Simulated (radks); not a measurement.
Si, 14 electrons, occupied as [Ne] 3s2 3p2.

Calculated with a radial shooting solver on a logarithmic mesh with Libxc functionals: Dirac Kohn-Sham, PBE, spin-unpolarised, spherical densities, finite nucleus; open shells fill j = l - 1/2 first; Fermi nuclear charge, rms radius 3.1224 fm.

Energy parts (eV):
| part | energy |
|---|---|
| total | -7886.909 |
| kinetic | 7909.934 |
| electron-nucleus | -18831.840 |
| Hartree | 3596.988 |
| exchange-correlation | -561.990 |

Orbitals (lengths in bohr, moments of r in powers of bohr; <r^-3> diverges for s and p1/2; r(90%) holds 90 % of the orbital's charge):
orbital  occ.  eigenvalue (eV)   <1/r>  <r^-3>      <r^4>  r(90%)
1s1/2       2        -1785.768   13.64       -  0.0007207   0.199
2s1/2       2        -139.4584   2.582       -     0.2759   0.895
2p1/2       2         -95.9482   2.470       -     0.2951   0.901
2p3/2       4         -95.3011   2.457   47.93     0.2996   0.905
3s1/2       2         -10.7970  0.6278       -      51.34    3.30
3p1/2       2          -4.0899  0.4847       -      173.4    4.45
3p3/2       0          -4.0584  0.4828   2.363      175.8    4.46

The highest occupied level is 3p1/2 at -4.090 eV. The electron density at the nucleus is 1909 e/bohr^3. The density falls to 0.001 e/bohr^3 at r = 4.44 bohr. Summed over all electrons, <r^2> = 32.69 bohr^2, which gives a Langevin (diamagnetic) susceptibility term of -25.9 x 10^-6 cm^3/mol. For comparison, the ionisation energy in NIST's Atomic Spectra Database is 8.152 eV (measured). In exact Kohn-Sham theory the highest level is minus the ionisation energy, but local and semilocal functionals leave it too shallow, through self-interaction and a potential that decays too fast; potentials with the right tail come closer.

Beside tabulated values, note that spin-unpolarised runs miss the spin-polarisation part of the exchange energy of open shells.
